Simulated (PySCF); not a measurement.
# Correlation energy of Os⁺ (osmium, charge +1)

[Xe] 4f14 5d6 6p1, one real determinant (an excited configuration). Computed with PySCF 2.14 in def2-TZVPPD with the def2 core potential (60 electrons), with a scalar-relativistic core potential. Frozen: nothing; 15 electrons correlated.

```csv
level,correlation energy (mhartree)
CCSD,-340.95
(T),-10.57
CCSD(T),-351.52
```

Diagnostics: T1 = 0.0085, D1 = 0.0365, largest double amplitude 0.071.

The real determinant used has ⟨L²⟩ near 8 against 12 for a pure F term, so it mixes terms. Spin-orbit coupling, absent here, splits the open shell strongly.

Cost of the coupled-cluster step: about 15 core-seconds, for 15 correlated electrons.

The reference is one real determinant that mixes LS terms of this configuration.

The basis has no tight functions for the innermost shells, so their pair energies are far from complete.

This basis was not built for core-valence correlation, so the inner-shell part is incomplete.
